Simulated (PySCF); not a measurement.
An unknown is described by computed data only.

Formula: C6H5F3O2.

| Item | Value |
| --- | --- |
| Dipole | 3.11 D [PBE0/pcSseg-1] |
| 1H NMR | chemical shifts (computed TMS as zero) by class: 7.98 (1 H), 5.27 (1 H), 5.02 (1 H), 3.40 (2 H) ppm [GIAO PBE0/pcSseg-1] |
| 13C NMR | chemical shifts (computed TMS as zero) by class: 171.2 (1 C), 169.4 (1 C), 149.8 (1 C), 133.6 (1 C), 103.8 (1 C), 38.2 (1 C) ppm [GIAO PBE0/pcSseg-1] |
| Rotational structure | rotational constants A, B, C: 2.725, 0.486, 0.453 GHz [GFN2-xTB] |
| NMR, other nuclei | isotropic shieldings of nuclei other than C and H, by class: -98 (1 O), 79 (1 O), 274 (1 F), 291 (1 F), 356 (1 F) ppm [GIAO PBE0/pcSseg-1] |

The electronic properties come from PySCF, for the isolated species, density fitting. Levels stand in brackets. The structure is a single GFN2-xTB conformer in the gas phase; no vibrational or solvent corrections. NMR values are class means; diastereotopic atoms form classes of their own.

Q: What is the compound? Reason from the data.

A: Numbering: `[CH2:1]=[CH:2][O:3][C:4](=[O:5])[CH2:6][C:7]([F:8])=[C:9]([F:10])[F:11]`. Its formula, C6H5F3O2, gives 3 degrees of unsaturation: 0 rings and 3 π bonds in the structure found. 6 carbons fall into 6 classes; from least to most shielded: ester carbonyl carbon [C4] (171.2 ppm), =CF2 carbon [C9] (169.4 ppm), vinylic carbon bearing oxygen [C2] (149.8 ppm), vinylic C–F carbon [C7] (133.6 ppm), terminal =CH2 carbon [C1] (103.8 ppm), sp3 carbon next to a carbonyl [C6] (38.2 ppm). Hydrogen classes from least to most shielded: 1 H on a vinylic carbon bearing oxygen, C2 (7.98 ppm), 1 H on a terminal =CH2 carbon, C1 (5.27 ppm), 1 H on a terminal =CH2 carbon, C1 (5.02 ppm), 2 H on an sp3 carbon next to a carbonyl, C6 (3.40 ppm). The other shieldings belong to: -98 ppm, ester carbonyl oxygen [O5]; 79 ppm, ester single-bonded oxygen [O3]; 274 ppm, vinyl fluorine [F10]; 291 ppm, vinyl fluorine [F11]; 356 ppm, vinyl fluorine [F8]. The optimised geometry has point group C1 and is an asymmetric top. Structure: `C=COC(=O)CC(F)=C(F)F`. Computed isomers that give other values at the same levels: `CCOC(=O)C#CC(F)(F)F` (13C chemical shifts (computed TMS as zero) by class: 157.5 (1 C), 123.5 (1 C), 84.8 (1 C), 76.1 (1 C), 64.7 (1 C), 16.4 (1 C) ppm). The assignments are read from this structure; whether some other isomer fits the data as well wasn't checked.

The values belong to the conformer `[CH2:1]=[CH:2][O:3][C:4](=[O:5])[CH2:6][C:7]([F:8])=[C:9]([F:10])[F:11]`: C1–C2–O3–C4 180°, C2–O3–C4–O5 -1°, O3–C4–C6–C7 161°, C4–C6–C7–F8 -92°.
